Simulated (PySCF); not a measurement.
# Static response to an electric field

C₄H₂NO₂S (charge -1).
Geometry (PBE0-D3(BJ)/def2-SVP, Å), atoms numbered from 1 in this order:
```
atom  x, y, z in Å
O1     2.283    1.173    0.617
C2     1.773    0.205    0.028
O3     2.292   -0.779   -0.528
C4     0.229    0.218   -0.030
C5    -0.588   -0.762   -0.667
N6    -1.894   -0.603   -0.629
S7    -2.223    0.800    0.216
C8    -0.578    1.178    0.520
H9    -0.157   -1.628   -1.179
H10   -0.230    2.055    1.068
```

Level: CAM-B3LYP/def2-SVPD (PySCF), static field, nuclei fixed, core orbitals frozen in the response. The polarisability tensor in these axes (au):

```
x   108.01  -6.76  -1.73
y    -6.76  80.95  16.49
z    -1.73  16.49  63.02
```

Problem. Give the principal values, the mean and the anisotropy Δα = √{½[(α1 − α2)² + (α2 − α3)² + (α1 − α3)²]}.

Solution. Principal values 53.15, 88.47 and 110.36 au; mean 83.99 au = 12.45 Å³ = 13.85 × 10⁻⁴⁰ C²·m²/J; Δα = 50.00 au (60 % of the mean).

Problem. In TDDFT the mean static polarisability is Σ f/ω² over all singlet excitations (ω in hartree). How much of it do the 6 lowest give? Their energies (eV) and oscillator strengths: 4.41, 0.0000; 4.52, 0.0004; 5.12, 0.0096; 5.46, 0.1280; 5.59, 0.0002; 5.62, 0.0012.

Solution. They add up to 3.49 au, 4.2 % of the 83.99 au; the largest single term is 3.17 au, from the state at 5.46 eV. Terms in order: 0.00, 0.02, 0.27, 3.17, 0.01, 0.03 au. Higher excitations give the rest. The strengths listed sum to 0.139.

Problem. Give the principal axes and the span of the nuclei along them.

Solution. Largest value along (0.95, -0.29, -0.14), where the nuclei span 4.84 Å; middle along (0.32, 0.80, 0.50), 4.06 Å; least along (-0.04, -0.52, 0.86), 0.03 Å. The response follows the extents in order.

Problem. What are the principal values of the traceless quadrupole moment, Θ = ½Σq(3rr − r²1), about the centre of nuclear charge?

Solution. -33.92, 12.76, 21.16 D·Å. The values depend on the origin, since the species is charged. The electronic extent ⟨r²⟩ about the same centre is 1118 bohr², a root-mean-square distance of 2.18 Å for the 66 electrons.

Isolated species at its PBE0-D3(BJ)/def2-SVP geometry, gas phase.
